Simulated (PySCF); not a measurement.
**Electronic structure of Mn⁺ (manganese, charge +1) at the PBE0 level**

Configuration: [Ar] 3d5 4s1, high-spin 7S determinant. All numbers are calculated (PySCF 2.14, the non-relativistic Hamiltonian (point nucleus), in def2-QZVPPD).

- Total energy: -1150.527 hartree
- One-electron energy: -1577.670 hartree
- Hartree (Coulomb) energy: 478.847 hartree
- Exchange-correlation energy: -51.705 hartree
- Kinetic energy: 1148.74719 hartree
- ⟨S²⟩: 12.0002
- ⟨L²⟩: 0.000
- Sum of ⟨r⟩: 17.90 bohr
- Sum of ⟨r²⟩: 25.71 bohr²
- Density at the nucleus (Gaussians lack the cusp): 10500 bohr⁻³
- Spin density at the nucleus: 4.21 bohr⁻³
- Langevin diamagnetic susceptibility: -20.4 ×10⁻⁶ cm³/mol

```tsv
shell	electrons	mean orbital energy (hartree)	rms radius, mean of both spins (bohr)
1s α	1	-236.11779	0.0713
1s β	1	-236.11504	0.0713
2s α	1	-27.80574	0.306
2s β	1	-27.71272	0.306
2p α	3	-23.84183	0.275
2p β	3	-23.76406	0.275
3s α	1	-3.67515	0.924
3s β	1	-3.42890	0.924
3p α	3	-2.52608	0.989
3p β	3	-2.26204	0.989
3d α	5	-0.69465	1.31
4s α	1	-0.48250	2.99
```
